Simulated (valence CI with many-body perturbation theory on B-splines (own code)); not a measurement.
**Nb II: electric-dipole lines**

Level of theory: configuration interaction combined with many-body perturbation theory (CI+MBPT): four valence electrons over a frozen Dirac-Fock core [Kr], radial functions for each j: 7 s, 7 p, 8 d, 6 f, 4 g, 1 h, with the one-electron correlation potential Σ1 (screened to all orders), the two-electron term Σ2, the three-electron term Σ3, Breit, model QED; selected single and double excitations, second order for the rest, scaled by the run's own slope (own B-spline code, finite nucleus).

Against 31 measured levels this calculation errs by 479 cm⁻¹ on average and by 826 at most. These come from a selection out of the NIST Handbook of Basic Atomic Spectroscopic Data. Levels without a partner in it may be off by more, other configurations by 1,000 to 4,000 cm⁻¹. Among the levels kept, up to 550 cm⁻¹ of a level comes from second order outside the variational space, and about a tenth of that is noise between levels of different J, which matters for small intervals. 2 measured levels below the end of the list, from 14626 cm⁻¹ on, found no clear computed partner, and computed levels of the same name lie up to 394 cm⁻¹ from them.

Lines 351 to 400 of 591 in falling wavelength, among levels below 57236 cm⁻¹, chosen from the strongest by gf and those to the six lowest levels. Wavelengths and rates use the calculated energies, so an error of 500 cm⁻¹ moves a line at 275.3 nm by 1.4 % and its rate by three times that or more. Electric multipoles are in the length gauge, E1 and E2 with the static RPA response of the core. Weak lines are less certain than strong ones. Lines between different terms over intervals too small for the method are left out, as are lines whose strength nearly cancels. Where a level lies close to another of its J and parity, the split of strength between their lines is uncertain. The highest levels of a list are the least certain.

Names give the largest LS component (configuration and term), which can be under half, so a name can repeat, a term be missing and a line seem to break the LS rules; names also repeat where a configuration has a term twice. Letters in brackets count levels of one name in rising energy.

```
λ vac (nm)  λ from measured levels            Upper           Lower   A (s⁻¹)  S (a.u.)
     275.3                   269.8  4d³5p ⁵D°_4 [a]        4d⁴ ⁵D_4  1.39e+08  1.29e+01
     275.2                          4d³5p ³F°_4 [b]        4d⁴ ³H_4  1.11e+07  1.03e+00
     275.0                   269.3  4d³5p ⁵D°_0 [a]        4d⁴ ⁵D_1  1.71e+08  1.75e+00
     274.7                          4d³5p ³D°_3 [d]  4d³5s ³F_3 [a]  6.31e+07  4.52e+00
     274.7                          4d³5p ³P°_2 [d]        4d⁴ ³D_2  1.05e+08  5.36e+00
     274.6                          4d³5p ¹F°_3 [b]    4d⁴ ¹G_4 [b]  8.07e+07  5.77e+00
     273.5                   267.9  4d³5p ⁵D°_1 [a]        4d⁴ ⁵D_1  1.33e+07  4.03e-01
     273.4                          4d³5p ³G°_3 [c]  4d³5s ³F_3 [a]  2.02e+07  1.42e+00
     273.4                          4d³5p ¹D°_2 [c]        4d⁴ ¹F_3  2.98e+08  1.50e+01
     273.2                   267.7  4d³5p ⁵D°_2 [a]        4d⁴ ⁵D_2  3.85e+07  1.94e+00
     272.8                          4d³5p ³P°_2 [d]        4d⁴ ³D_1  2.22e+07  1.11e+00
     272.7                   267.3  4d³5p ⁵D°_3 [a]        4d⁴ ⁵D_3  6.57e+07  4.61e+00
     272.6                          4d³5p ⁵D°_2 [b]    4d⁴ ³F_3 [a]  2.52e+07  1.26e+00
     272.5                          4d³5p ³G°_4 [d]      4d³5s ³H_5  3.09e+07  2.78e+00
     272.5                          4d³5p ³P°_1 [c]        4d⁴ ³D_1  5.24e+07  1.57e+00
     272.4                   266.8  4d³5p ⁵D°_1 [a]        4d⁴ ⁵D_0  5.75e+07  1.72e+00
     272.1                          4d³5p ¹G°_4 [a]        4d⁴ ³G_5  2.09e+07  1.87e+00
     272.1                   266.7  4d³5p ⁵D°_4 [a]        4d⁴ ⁵D_3  1.61e+07  1.44e+00
     271.9                          4d³5p ³G°_4 [b]        4d⁴ ³F_4  1.92e+07  1.71e+00
     271.4                          4d³5p ¹H°_5 [b]        4d⁴ ¹I_6  3.09e+08  3.35e+01
     271.4                          4d³5p ³G°_3 [d]    4d⁴ ¹G_4 [b]  4.37e+07  3.02e+00
     271.2                          4d³5p ³F°_3 [c]        4d⁴ ³G_4  8.85e+07  6.10e+00
     271.2                   265.7  4d³5p ⁵D°_2 [a]        4d⁴ ⁵D_1  5.62e+07  2.76e+00
     271.1                          4d³5p ³F°_2 [c]        4d⁴ ³G_3  1.15e+08  5.68e+00
     270.1                   264.7  4d³5p ⁵D°_3 [a]        4d⁴ ⁵D_2  4.00e+07  2.72e+00
     270.0                          4d³5p ³D°_1 [d]    4d⁴ ¹D_2 [a]  5.97e+07  1.74e+00
     269.6                          4d³5p ³H°_4 [b]        4d⁴ ³H_5  1.20e+07  1.04e+00
     269.5                          4d³5p ³D°_3 [b]        4d⁴ ³F_4  2.62e+07  1.77e+00
     269.2                          4d³5p ³G°_3 [d]      4d³5s ³G_4  2.55e+07  1.72e+00
     269.1                          4d³5p ¹G°_4 [b]        4d⁴ ³G_5  4.89e+07  4.23e+00
     268.9                          4d³5p ³H°_6 [b]        4d⁴ ³G_5  1.85e+07  2.31e+00
     268.8                          4d³5p ¹H°_5 [b]    4d⁴ ¹G_4 [a]  1.95e+07  2.06e+00
     268.7                          4d³5p ³G°_3 [a]        4d⁴ ⁵D_3  8.49e+05  5.69e-02
     268.7                          4d³5p ³P°_2 [d]  4d³5s ³F_2 [a]  2.41e+07  1.16e+00
     268.7                          4d³5p ³G°_5 [d]      4d³5s ³H_6  3.68e+07  3.88e+00
     268.6                          4d³5p ³H°_5 [b]        4d⁴ ³G_4  1.51e+07  1.59e+00
     267.4                          4d³5p ³H°_4 [b]        4d⁴ ³H_4  1.22e+08  1.03e+01
     267.1                          4d³5p ³G°_4 [a]        4d⁴ ⁵D_4  1.76e+06  1.49e-01
     267.1                          4d³5p ³F°_4 [b]        4d⁴ ³F_4  3.95e+07  3.34e+00
     267.0                          4d³5p ³G°_3 [d]      4d³5s ³G_3  1.62e+07  1.06e+00
     266.6                          4d³5p ³F°_3 [d]        4d⁴ ³D_3  1.94e+07  1.27e+00
     266.1                          4d³5p ³G°_3 [a]        4d⁴ ⁵D_2  3.93e+05  2.56e-02
     265.8                            4d²5s5p ³F°_2        4d⁴ ³D_2  2.44e+07  1.13e+00
     265.3                          4d³5p ³P°_1 [c]    4d⁴ ¹D_2 [a]  5.68e+07  1.57e+00
     265.2                          4d³5p ³G°_4 [d]      4d³5s ³G_5  1.40e+07  1.16e+00
     264.8                          4d³5p ¹G°_4 [d]        4d⁴ ¹F_3  1.26e+07  1.04e+00
     264.1                          4d³5p ³G°_4 [a]        4d⁴ ⁵D_3  2.28e+06  1.87e-01
     263.8                          4d³5p ³F°_3 [a]        4d⁴ ⁵D_4  7.10e+05  4.50e-02
     263.2                              4d³5p ³I°_6        4d⁴ ³H_6  2.86e+07  3.34e+00
     262.7                          4d³5p ³H°_6 [b]        4d⁴ ³H_6  1.90e+08  2.21e+01
```
